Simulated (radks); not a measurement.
The boron ion B2+ inside a hard spherical wall (all orbitals vanish at R), configuration held at [He] 2s1 and not refilled when levels cross. Method: non-relativistic Kohn-Sham, LDA (Slater exchange, VWN5 correlation), spin-polarised, spherical densities, point nucleus; open shells are filled with parallel spins first; computed with a radial shooting solver on a logarithmic mesh with Libxc functionals. Eigenvalues in eV for spin up, with the zero of energy where the potential of the charges vanishes at infinity; a dash marks a level that is unbound or too diffuse for the functional's potential to be trusted. A positive occupied level is held by the wall or, in an anion where self-interaction has pushed it up, behind a barrier. The pressure on the wall is -dE/dV.

| R (bohr) | E (hartree) | kinetic (hartree) | e(1s) | e(2s) | e(2p, empty) | e(3s, empty) | pressure (GPa) |
|---|---|---|---|---|---|---|---|
| free | -23.13597 | 23.009 | -209.28 | -32.360 | -26.491 | -10.423 | 0 |
| 15 | -23.13597 | 23.009 | -209.28 | -32.360 | -26.491 | -10.423 | < 0.0001 |
| 12 | -23.13597 | 23.009 | -209.28 | -32.360 | -26.491 | -10.422 | < 0.0001 |
| 8 | -23.13597 | 23.009 | -209.28 | -32.360 | -26.491 | -10.211 | < 0.0001 |
| 7 | -23.13596 | 23.009 | -209.28 | -32.360 | -26.490 | -9.808 | 0.000655 |
| 4 | -23.12621 | 23.088 | -208.88 | -31.934 | -25.992 | 2.887 | 3.26 |
| 3 | -23.04855 | 23.475 | -207.24 | -29.222 | -23.417 | 29.556 | 48.1 |
| 2.5 | -22.88590 | 24.068 | -205.18 | -24.068 | -19.154 | 62.553 | 197 |
| 2 | -22.41048 | 25.443 | -201.43 | -9.771 | -8.671 | 131.95 | 927 |
| 1.5 | -20.85053 | 29.108 | -194.03 | 35.272 | 20.235 | 301.42 | 5830 |
